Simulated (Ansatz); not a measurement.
One change: `Br/C=C1\CO1` becomes `C=C1CO1`.

Ansatz, PBE0-D4/def2-TZVP geometries, multiplicity 1. 

Scalar relativity is left out up to krypton. Spin–orbit coupling is left out; it splits and shifts lone-pair levels of the heavy atoms by tenths of an eV.

| property | `Br/C=C1\CO1` |
| --- | --- |
| HOMO–LUMO gap (PBE0/def2-TZVPP) / eV | 6.93 |
| HOMO energy (ωB97M-V/def2-TZVPP) / eV | -8.99 |
| HOMO–LUMO gap (B3LYP/def2-TZVPP) / eV | 6.42 |
| HOMO energy (PBE0/def2-TZVPP) / eV | -6.83 |
| HOMO–LUMO gap (PBE/def2-TZVPP) / eV | 4.66 |
| size of the dipole moment (B3LYP/def2-TZVPP) / D | 1.40 |

(1) Give the same properties after the change, and the shifts. (Best estimate.)

Answers

(1) Computed: 
| property | `C=C1CO1` | shift |
| --- | --- | --- |
| HOMO–LUMO gap (PBE0/def2-TZVPP) / eV | 7.77 | 0.84 |
| HOMO energy (ωB97M-V/def2-TZVPP) / eV | -9.30 | -0.31 |
| HOMO–LUMO gap (B3LYP/def2-TZVPP) / eV | 7.27 | 0.85 |
| HOMO energy (PBE0/def2-TZVPP) / eV | -7.04 | -0.21 |
| HOMO–LUMO gap (PBE/def2-TZVPP) / eV | 5.49 | 0.83 |
| size of the dipole moment (B3LYP/def2-TZVPP) / D | 1.69 | 0.29 |

With PBE0 the HOMO falls by 0.21 eV and the LUMO rises by 0.63 eV, so the gap widens by about 0.84 eV. PBE moves the HOMO by -0.17 eV and ωB97M-V by -0.31 eV. Dipoles are sizes alone; their direction can turn.

Positive LUMOs are unbound, so they and the gaps depend on the basis.

B3LYP here is the variant with VWN-RPA as its local correlation; programs differ in this.
